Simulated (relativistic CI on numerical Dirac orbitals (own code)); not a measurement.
Line list: Forbidden lines, Cl2+

Calculated at this level of theory: Dirac-Coulomb-Breit CI, orbitals from a KLI potential per configuration, QED by a radiative potential, valence Slater integrals scaled by 0.85, P86 correlation estimate, and configurations built on the next ion tied to the tabulated ionisation energy (semi-empirical) (own radial code, finite nucleus).

Configurations in the expansion (outside the closed core [Ne]): 3s2 3p3, 3s2 3p2 3d, 3s2 3p2 4s, 3s2 3p2 4p, 3s2 3p2 4d, 3s2 3p2 5s, 3s2 3p2 4f, 3s 3p4, 3p5, 3s2 3p 3d2, 3s 3p3 3d, 3p3 3d2, 3s2 3p 3d 4s, 3s2 3p 4s2, 3s2 3p2 5p, 3s2 3p 3d 4p, 3s2 3p2 5d, 3s2 3p 4s 4p, 3s2 3p2 5f, 3s2 3p2 5g, 3s 3p3 4s, 3p4 3d, 3p4 4s, 3s2 3p 4p2. Levels of other configurations are missing.

```tsv
λ vac (Å)	Lower	Upper	Type	A (s⁻¹)	gf	Branching (%)
3437.7	3s2 3p3 4S°_3/2 [1]	3s2 3p3 2P°_3/2 [5]	M1	7.52e-01	5.33e-09	59.4
3448.7	3s2 3p3 4S°_3/2 [1]	3s2 3p3 2P°_1/2 [4]	M1	3.04e-01	1.09e-09	50.7
5438.7	3s2 3p3 4S°_3/2 [1]	3s2 3p3 2D°_5/2 [3]	M1	9.66e-05	2.57e-12	10.8
5438.7	3s2 3p3 4S°_3/2 [1]	3s2 3p3 2D°_5/2 [3]	E2	7.96e-04	2.12e-11	88.8
5459.5	3s2 3p3 4S°_3/2 [1]	3s2 3p3 2D°_3/2 [2]	E2	5.09e-04	9.09e-12	8.6
5459.5	3s2 3p3 4S°_3/2 [1]	3s2 3p3 2D°_3/2 [2]	M1	5.43e-03	9.70e-11	91.4
```

Terms are leading LS components. Brackets give the number of a level in order of energy, since labels repeat. The list gives strong lines, with weight on those to low levels, without configurations that were not tied to measured data, among the lowest 300 of 689 levels, so that lines to higher ones, which can be the strongest, are missing, and without lines across small gaps between configurations, and without 9 lines that miss the measured interval by over 3.5 %, start from a term whose rates miss tabulated ones by over 60 %, have gauges far apart or, lacking measured levels, span too small a gap for the errors found; lines with a level outside our table were not tested and can miss by more. Levels whose partners in the same complex of configurations lie outside the list can be far off, and so can their lines. Rates are taken at the computed energies, electric ones in the length gauge.

Configurations that consist of the next ion and one excited electron were tied to the tabulated ionisation energy; Rydberg ones are usually within 1,000 to 3,000 cm⁻¹ and the lowest ones within about 6,000 (9,000 in d shells), while levels on excited terms of the next ion carry the error of that term, and the other configurations can be misplaced by 10,000 cm⁻¹ or more. Rates follow the energies as ν³ (E1, M1) or ν⁵ (E2), so rates, branching and lifetimes can be off by large factors. The fine structure of a lone outer electron comes out too small, for d and f at times inverted, and misplaced configurations move strength between like terms. 54 of the 54 excited levels that our extract of the measured tables holds in this range could be paired (the sources list more); they are missed by 2898 cm⁻¹ on average and 7263 at most, and levels without a partner can miss by more.

(1) From the table, what is the radiative lifetime of 3s2 3p3 2D°_5/2?

## Answers

(1) The listed rates from this level add up to about 8.92e-04 s⁻¹, 100 % of its decay; with all channels τ = 1.12e+03 s.
